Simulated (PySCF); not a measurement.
## BeS⁻: energy against distance

Set-up: PySCF, spin-free X2C with a Gaussian nucleus, basis sets Be aug-cc-pVDZ-DK, S aug-cc-pVDZ-DK. Energies in eV from Be + S⁻ in their ground configurations at the same level. State: ²Σ⁺ (doublet), unpaired electrons σ ↑.

| R (Å) | M06-2X |
| --- | --- |
| 1.566 | -2.735 |
| 1.639 | -3.260 |
| 1.712 | -3.553 |
| 1.766 | -3.657 |
| 1.821 | -3.683 |
| 1.876 | -3.648 |
| 1.948 | -3.529 |
| 2.039 | -3.298 |
| 2.149 | -2.946 |
| 2.295 | -2.423 |

Put a parabola through the three lowest points of the M06-2X curve and estimate Re, k and ωe (reduced mass 7.03 u; 1 eV/Å² = 0.16022 mdyn/Å; ωe = 1302.8·√(k/μ) cm⁻¹).

Through R = 1.766, 1.821, 1.876 Å the second-order coefficient is 10.1 eV/Å², so Re ≈ 1.817 Å, k ≈ 3.23 mdyn/Å and ωe ≈ 883 cm⁻¹. A polynomial fit of higher order to the unrounded M06-2X energies gives Re = 1.815 Å, k = 3.35 mdyn/Å, ωe = 900 cm⁻¹; anharmonicity and rounding make the difference.

The higher-order fit for each curve: M06-2X: Re = 1.815 Å, ωe = 900 cm⁻¹, De = 3.68 eV.

For an ion De counts to the pair picked by the measured ionisation energies or electron affinities, which need not be the lowest pair at this level. The state was picked by a PBE0 search and need not be the measured ground state.
